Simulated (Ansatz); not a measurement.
Al4Ru, relaxed as a singlet with RKS PBE0-D4/def2-SVP in Ansatz, starting from the GFN1-xTB geometry. Force threshold 0.02 eV/Å.

In the def2 sets Ru takes a core potential; there is no spin–orbit coupling. The structure comes from a short search, and lower isomers may exist.

Start:

| atom | x (Å) | y (Å) | z (Å) |
| --- | --- | --- | --- |
| Ru1 | 0.744 | 0.664 | 0.855 |
| Al2 | 0.372 | 0.968 | -1.604 |
| Al3 | 1.286 | -1.323 | -0.566 |
| Al4 | -0.764 | -1.309 | 1.162 |
| Al5 | -1.638 | 1.000 | 0.152 |

(1) Estimate the energy that the relaxation releases and the steps that it takes.

(2) Does the start keep its bonding and symmetry?

(3) Predict the relaxed structure.

## Answers

(1) 16.9 kcal/mol, in 16 steps; 24 s on 4 threads of Arm Neoverse V1 on a shared host. No frequencies were taken in this run, so the end may be a saddle point.

(2) By distances, no bond broke or formed. The bond that changes most is Al4–Al5, from 2.67 to 2.96 Å (atoms count from 1). Point group C2v at the start, C2v at the end, both within 0.05 Å.

(3) 
```xyz
5

Ru    0.5329    0.4799    0.6146
Al    0.0005    0.4957   -1.6046
Al    1.9527   -1.2482   -0.2271
Al   -0.8943   -1.3005    0.5738
Al   -1.5917    1.5732    0.6434
```
Bond lengths (bridged metal pairs left out): 4 × Al–Ru 2.28 to 2.39 Å.
